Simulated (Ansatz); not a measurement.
`[SH][Al]1[CH2]NC[O]1` → Al• + 2 C• + 6 H• + N• + O• + S•  (atomization)

Program: Ansatz. Geometries: PBE0-D4/def2-TZVP. ΔE: electronic, gas phase. CCSD(T)/CBS is the MP2 limit (def2-TZVPP, def2-QZVPP) plus CCSD(T) − MP2 in def2-TZVPP, frozen cores. This one scheme is used for every species, atoms too. Functionals use def2-TZVPP. HSE06 is defined as in plane-wave codes. Open shells (•) are unrestricted, without spin–orbit coupling. Spin–orbit coupling would lower the free atoms: a little for Al, C, O, S. One conformer a species, not always the lowest.

What is ΔE at CCSD(T)/CBS? (Best estimate.)

Ansatz gave: +4499.4 kJ/mol.

What do these levels give: PBE0-D4, PBE-QIDH, revPBE, r2SCANh, r2SCAN0, HSE06? (Best estimate.)

Ansatz gave: PBE0-D4 4513.0, PBE-QIDH 4468.8, revPBE 4403.3, r2SCANh 4471.5, r2SCAN0 4419.9, HSE06 4495.0 kJ/mol.

Largest T1 diagnostic among the species: 0.018.

At CCSD(T), def2-SVP lies −286.4 kJ/mol from the extrapolated value and def2-TZVPP −135.9 kJ/mol: correlation converges slowly with the basis, and small sets miss more of it in the bonded molecule than in its fragments. The D4 term adds +44.5 kJ/mol with B3LYP and +23.4 kJ/mol with PBE0; it sums over pairs of atoms, weighted by their polarisabilities, and B3LYP, whose exchange is more repulsive, gets the larger term.

B3LYP here is the variant with VWN-RPA as its local correlation; programs differ in this.

For atomizations the MP2-based limit and the directly extrapolated one differ by several kJ/mol either way, and by 10 to 25 for some Ge, Se and Sn compounds, so smaller differences from it don't rank the levels.
